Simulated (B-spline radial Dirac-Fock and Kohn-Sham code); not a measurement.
## The Mβ (M4-N6) line from Yb to Pb

Model: relaxed Dirac-Fock hole states (ΔSCF) with Breit and QED corrections and a finite nucleus. Program: a radial B-spline solver. Free neutral atoms. Correlation energy is missing from these numbers.

```tsv
Z	element	energy (eV)	wavelength (Å)
70	Yb	1568.9	7.9025
71	Lu	1634.1	7.5875
72	Hf	1700.7	7.2903
73	Ta	1768.7	7.0098
74	W	1838.2	6.7449
75	Re	1909.1	6.4944
76	Os	1981.4	6.2574
78	Pt	2130.2	5.8202
79	Au	2206.8	5.6182
80	Hg	2284.9	5.4262
81	Tl	2364.5	5.2437
82	Pb	2445.5	5.0699
```

**Question.** How well does Moseley's law, √E linear in Z, describe these energies?

**Answer.** A straight-line fit gives √(E/eV) = 0.8202·(Z − 21.72). The slope squared is 0.0494 Ry, against 0.0486 Ry for a hydrogen-like ion. The residuals, fit less computed, are Yb -0.9, Lu -0.4, Hf 0.0, Ta +0.3, W +0.5, Re +0.6, Os +0.6, Pt +0.5, Au +0.4, Hg 0.0, Tl -0.5, Pb -1.1 eV.
